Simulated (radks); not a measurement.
Xe+, configuration [Kr] 4d10 5s2 5p5. Calculated with a radial shooting solver on a logarithmic mesh with Libxc functionals: Dirac Kohn-Sham, LDA (Slater exchange, Perdew-Wang correlation), spin-unpolarised, spherical densities, finite nucleus; open shells fill j = l - 1/2 first; Fermi nuclear charge, rms radius 4.7859 fm.

Unscreened Slater integrals over Kohn-Sham orbitals (hartree). Large and small components are both included.

\begin{tabular}{lr}
integral & value \\ \hline
F0(5p3/2,5p3/2) & 0.40657 \\
F2(5p3/2,5p3/2) & 0.21746 \\
F0(5p3/2,5p1/2) & 0.41540 \\
G2(5p3/2,5p1/2) & 0.22109 \\
F0(5p3/2,5s1/2) & 0.44303 \\
G1(5p3/2,5s1/2) & 0.28781 \\
F0(5p3/2,4d5/2) & 0.51269 \\
F2(5p3/2,4d5/2) & 0.13816 \\
G1(5p3/2,4d5/2) & 0.041119 \\
G3(5p3/2,4d5/2) & 0.038665 \\
F0(5p1/2,5p1/2) & 0.42500 \\
F0(5p1/2,5s1/2) & 0.45523 \\
G1(5p1/2,5s1/2) & 0.30577 \\
F0(5p1/2,4d5/2) & 0.53337 \\
G3(5p1/2,4d5/2) & 0.044335 \\
F0(5s1/2,5s1/2) & 0.49443 \\
F0(5s1/2,4d5/2) & 0.60595 \\
G2(5s1/2,4d5/2) & 0.072999 \\
F0(4d5/2,4d5/2) & 1.0235 \\
F2(4d5/2,4d5/2) & 0.51788 \\
F4(4d5/2,4d5/2) & 0.34407 \\
\end{tabular}
